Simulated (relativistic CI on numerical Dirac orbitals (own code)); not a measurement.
## Radial parameters of Zn²⁴⁺

Method of calculation: Dirac-Coulomb-Breit CI, orbitals from a KLI potential per configuration, a model potential for QED, unscaled Slater integrals (own radial code, finite nucleus).

Slater integrals F^k, G^k are unscaled and averaged over j, outside the closed core 1s2; ζ comes from projecting the Hamiltonian with its Breit term on Σ l·s of the shell.

- 2s²2p²: F^2(2p,2p) = 524240, ζ(2p) = 145590 cm⁻¹; <r>(2p) = 0.1821, <r^2>(2p) = 0.04009 (bohr units).
- 2s2p³: F^2(2p,2p) = 523010, G^1(2s,2p) = 559550, ζ(2p) = 144370 cm⁻¹; <r>(2s) = 0.2118, <r^2>(2s) = 0.05258, <r>(2p) = 0.1825, <r^2>(2p) = 0.04028 (bohr units).
- 2p⁴: F^2(2p,2p) = 521120, ζ(2p) = 143180 cm⁻¹; <r>(2p) = 0.1831, <r^2>(2p) = 0.04056 (bohr units).

Averages of the first 10 configurations, taken without configuration mixing, which lowers the lowest level and can move excited configurations by several eV; other configurations of the list can lie among them:

| Configuration | Parity | States | Average energy above the lowest level (eV) |
| --- | --- | --- | --- |
| 2s²2p² | even | 15 | 38.8 |
| 2s2p³ | odd | 40 | 149.7 |
| 2p⁴ | even | 15 | 283.1 |
| 2p³3s | odd | 40 | 1565.8 |
| 2p³3p | even | 120 | 1598.2 |
| 2p³3d | odd | 200 | 1631.1 |
| 2s²2p3s | odd | 12 | 1351.6 |
| 2s²2p3p | even | 36 | 1387.3 |
| 2s²2p3d | odd | 60 | 1420.6 |
| 2s2p²3s | even | 60 | 1447.3 |
